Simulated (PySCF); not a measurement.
C₆ coefficients of unlike pairs at UHF

Calculated with PySCF 2.14 from the dipole response of each species, C₆(A,B) = (3/π) ∫ α_A(iu) α_B(iu) du, in atomic units, from isotropic polarisabilities. For ions this is the dispersion term alone; charge-induced terms of lower order in 1/R come first.

```tsv
species	configuration	basis	relativity	α (bohr³)	C₆ (like pair)
B³⁺	1s2 (1S)	aug-cc-pVQZ with one added diffuse shell each of s, p, d, f, g type (7s6p5d4f3g)	none	0.01902	0.002331
Bi³⁺	[Xe] 4f14 5d10 6s2 (1S)	aug-cc-pwCVTZ-DK3 (11s10p8d5f1g)	spin-free X2C	11.07	67.23
O³⁺	[He] 2s2 2p1 (2P)	aug-cc-pCVTZ-DK (7s6p4d2f)	spin-free X2C	1.409	1.320
S²⁺	[Ne] 3s2 3p2 (3P)	def2-TZVPPD (6s6p4d1f)	none	7.479	27.26
```

(1) Estimate C₆ for O³⁺ with B³⁺.

No spin-orbit coupling is included.

The other pairs:

```tsv
pair	C₆
Bi³⁺, B³⁺	0.2590
S²⁺, O³⁺	5.879
O³⁺, Bi³⁺	9.396
S²⁺, Bi³⁺	42.23
S²⁺, B³⁺	0.1379
```

## Answers

(1) The integral gives 0.03706. The combination rule 2 C_A C_B / (C_A α_B/α_A + C_B α_A/α_B) gives 0.03230 and the geometric mean 0.05546.
